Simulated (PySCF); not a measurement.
## C⁺ (carbon, charge +1) across methods

[He] 2s2 2p1, 2P determinant. Computed with PySCF 2.14 in dyall-av3z, with the spin-free X2C one-electron Hamiltonian (Gaussian nucleus).

```csv
method,E (hartree),mean ε 2s α (eV),mean ε 2s β (eV),mean ε 2p α (eV),Σ⟨r²⟩ (bohr²),⟨S²⟩
LDA,-37.0555,-26.120,-24.607,-17.806,8.121,0.751
B3LYP,-37.4530,-27.743,-25.980,-19.564,8.035,0.752
MN15,-37.4525,-28.689,-27.013,-20.229,8.042,0.751
PBE,-37.3901,-26.175,-24.711,-17.949,8.058,0.752
B97-3,-37.4432,-28.279,-26.387,-19.858,7.974,0.752
r2SCAN,-37.4213,-26.653,-24.887,-18.642,8.021,0.755
PBE0,-37.3997,-28.152,-26.245,-19.790,8.026,0.753
BLYP,-37.4460,-26.009,-24.589,-17.958,8.060,0.752
```

Q: Estimate the same row for UHF.

A: E (hartree) = -37.31185; mean ε 2s α (eV) = -33.321; mean ε 2s β (eV) = -29.604; mean ε 2p α (eV) = -24.874; Σ⟨r²⟩ (bohr²) = 8.047; ⟨S²⟩ = 0.757.
